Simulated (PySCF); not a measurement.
Compound: 1,1-dibromoethene, C2H2Br2.
SMILES: `BrC(=C)Br`

Theory: TDDFT B3LYP/def2-SVPD, vertical, gas phase, core orbitals frozen in the response (PySCF). Isolated species at its PBE0-D3(BJ)/def2-SVP geometry, gas phase. Relativistic effects, spin–orbit coupling among them, are left out although an element past zinc is present.

Computed states:

```json
{"state": "S1", "E (eV)": "4.93", "f": "0.0001"}
{"state": "S2", "E (eV)": "5.74", "f": "0.021"}
{"state": "S3", "E (eV)": "5.85", "f": "0.0000"}
{"state": "S4", "E (eV)": "5.88", "f": "0.0000"}
{"state": "S5", "E (eV)": "5.95", "f": "0.196"}
{"state": "S6", "E (eV)": "6.12", "f": "0.0000"}
{"state": "S7", "E (eV)": "6.48", "f": "0.072"}
{"state": "S8", "E (eV)": "6.53", "f": "0.0067"}
{"state": "S9", "E (eV)": "6.63", "f": "0.0005"}
{"state": "S10", "E (eV)": "6.73", "f": "0.0082"}
```

Broadening: Gaussians 0.5 eV wide at half height, area fixed by f = 4.319×10⁻⁹ ∫ε dν̃. The width is an assumption, not a result. The curve ends short of the highest state used, and states not computed would add to its high-energy end.

Problem. Give the broadened spectrum and its maxima.

Solution. 
```json
{"E (eV)": "4.18", "ε (L mol⁻¹ cm⁻¹)": "0"}
{"E (eV)": "4.21", "ε (L mol⁻¹ cm⁻¹)": "0"}
{"E (eV)": "4.25", "ε (L mol⁻¹ cm⁻¹)": "0"}
{"E (eV)": "4.28", "ε (L mol⁻¹ cm⁻¹)": "0"}
{"E (eV)": "4.32", "ε (L mol⁻¹ cm⁻¹)": "0"}
{"E (eV)": "4.36", "ε (L mol⁻¹ cm⁻¹)": "0"}
{"E (eV)": "4.39", "ε (L mol⁻¹ cm⁻¹)": "0"}
{"E (eV)": "4.43", "ε (L mol⁻¹ cm⁻¹)": "0"}
{"E (eV)": "4.46", "ε (L mol⁻¹ cm⁻¹)": "0"}
{"E (eV)": "4.50", "ε (L mol⁻¹ cm⁻¹)": "1"}
{"E (eV)": "4.53", "ε (L mol⁻¹ cm⁻¹)": "1"}
{"E (eV)": "4.57", "ε (L mol⁻¹ cm⁻¹)": "1"}
{"E (eV)": "4.60", "ε (L mol⁻¹ cm⁻¹)": "1"}
{"E (eV)": "4.64", "ε (L mol⁻¹ cm⁻¹)": "2"}
{"E (eV)": "4.68", "ε (L mol⁻¹ cm⁻¹)": "2"}
{"E (eV)": "4.71", "ε (L mol⁻¹ cm⁻¹)": "3"}
{"E (eV)": "4.75", "ε (L mol⁻¹ cm⁻¹)": "3"}
{"E (eV)": "4.78", "ε (L mol⁻¹ cm⁻¹)": "4"}
{"E (eV)": "4.82", "ε (L mol⁻¹ cm⁻¹)": "4"}
{"E (eV)": "4.85", "ε (L mol⁻¹ cm⁻¹)": "5"}
{"E (eV)": "4.89", "ε (L mol⁻¹ cm⁻¹)": "5"}
{"E (eV)": "4.92", "ε (L mol⁻¹ cm⁻¹)": "6"}
{"E (eV)": "4.96", "ε (L mol⁻¹ cm⁻¹)": "6"}
{"E (eV)": "5.00", "ε (L mol⁻¹ cm⁻¹)": "8"}
{"E (eV)": "5.03", "ε (L mol⁻¹ cm⁻¹)": "9"}
{"E (eV)": "5.07", "ε (L mol⁻¹ cm⁻¹)": "13"}
{"E (eV)": "5.10", "ε (L mol⁻¹ cm⁻¹)": "19"}
{"E (eV)": "5.14", "ε (L mol⁻¹ cm⁻¹)": "30"}
{"E (eV)": "5.17", "ε (L mol⁻¹ cm⁻¹)": "45"}
{"E (eV)": "5.21", "ε (L mol⁻¹ cm⁻¹)": "75"}
{"E (eV)": "5.24", "ε (L mol⁻¹ cm⁻¹)": "109"}
{"E (eV)": "5.28", "ε (L mol⁻¹ cm⁻¹)": "179"}
{"E (eV)": "5.32", "ε (L mol⁻¹ cm⁻¹)": "286"}
{"E (eV)": "5.35", "ε (L mol⁻¹ cm⁻¹)": "399"}
{"E (eV)": "5.39", "ε (L mol⁻¹ cm⁻¹)": "610"}
{"E (eV)": "5.42", "ε (L mol⁻¹ cm⁻¹)": "824"}
{"E (eV)": "5.46", "ε (L mol⁻¹ cm⁻¹)": "1202"}
{"E (eV)": "5.49", "ε (L mol⁻¹ cm⁻¹)": "1567"}
{"E (eV)": "5.53", "ε (L mol⁻¹ cm⁻¹)": "2178"}
{"E (eV)": "5.57", "ε (L mol⁻¹ cm⁻¹)": "2942"}
{"E (eV)": "5.60", "ε (L mol⁻¹ cm⁻¹)": "3618"}
{"E (eV)": "5.64", "ε (L mol⁻¹ cm⁻¹)": "4647"}
{"E (eV)": "5.67", "ε (L mol⁻¹ cm⁻¹)": "5499"}
{"E (eV)": "5.71", "ε (L mol⁻¹ cm⁻¹)": "6704"}
{"E (eV)": "5.74", "ε (L mol⁻¹ cm⁻¹)": "7624"}
{"E (eV)": "5.78", "ε (L mol⁻¹ cm⁻¹)": "8807"}
{"E (eV)": "5.81", "ε (L mol⁻¹ cm⁻¹)": "9615"}
{"E (eV)": "5.85", "ε (L mol⁻¹ cm⁻¹)": "10516"}
{"E (eV)": "5.89", "ε (L mol⁻¹ cm⁻¹)": "11146"}
{"E (eV)": "5.92", "ε (L mol⁻¹ cm⁻¹)": "11407"}
{"E (eV)": "5.96", "ε (L mol⁻¹ cm⁻¹)": "11454"}
{"E (eV)": "5.99", "ε (L mol⁻¹ cm⁻¹)": "11268"}
{"E (eV)": "6.03", "ε (L mol⁻¹ cm⁻¹)": "10761"}
{"E (eV)": "6.06", "ε (L mol⁻¹ cm⁻¹)": "10224"}
{"E (eV)": "6.10", "ε (L mol⁻¹ cm⁻¹)": "9374"}
{"E (eV)": "6.13", "ε (L mol⁻¹ cm⁻¹)": "8689"}
```

Maxima: 209 nm (5.95 eV), ε about 11000, made up of S5 (92%) (ε in L mol⁻¹ cm⁻¹; maxima over ε = 5, shares over 10%).

Problem. Coming from long wavelengths, where does ε first pass 100 L mol⁻¹ cm⁻¹?

Solution. At about 237 nm (5.23 eV), 0.31 eV above S1.

Problem. On this curve, what absorbance would a 10⁻⁴ mol/L sample give at 254 nm over a 1 cm path?

Solution. 254 nm is 4.881 eV, where ε is about 5.1 L mol⁻¹ cm⁻¹, so A = ε c l ≈ 0.00051 (Beer–Lambert, with the gas-phase spectrum and the assumed width).

Problem. Does any computed singlet lie in the visible range?

Solution. No computed singlet lies in the visible range (380 to 750 nm); the lowest, at 252 nm, stands 1.66 eV above its violet end (3.26 eV).

The vertical ionisation energy (ΔSCF) is 9.48 eV, 2.74 eV above S10.
